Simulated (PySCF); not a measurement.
**From computed data to an observable: entropy of an ideal gas**

OSr, SMILES [O]=[Sr].

Coordinates come from a PBE-D3(BJ)/def2-TZVPD optimisation. The def2 effective core potentials stand for the cores of Sr; spin–orbit coupling is left out.

PBE-D3(BJ)/def2-TZVPD in PySCF gives the harmonic wavenumbers 649 cm⁻¹ and the rotational temperature 0.4745 K. The molar mass is 103.62 g/mol, the symmetry number 1, the spin multiplicity 1.

### Question
Work out the entropy at 298.15 K and 1 atm in the rigid-rotor, harmonic-oscillator model.

### Answer

Translation (Sackur–Tetrode at 1 atm): S = R[1.5 ln M + 2.5 ln T − 1.16487] = 166.6 J/(mol K).
Rotation: q = T/(σ θ) = 628, S = R[ln q + 1] = 61.9 J/(mol K).
Vibration: with u = 1.4388 ν/T, each mode gives R[u/(e^u − 1) − ln(1 − e^−u)]:
```tsv
ν (cm⁻¹)	modes	u	S (J/(mol K))
649	1	3.13	1.56
```
These are all the modes. Sum 1.6 J/(mol K).
Spin: R ln 1 = 0.0 J/(mol K).
Total 230.1 J/(mol K); the program's own thermochemistry gives 230.1. Translation makes up 72 % and vibration 1 %. Anharmonicity, hindered rotation and orbital degeneracy are left out.
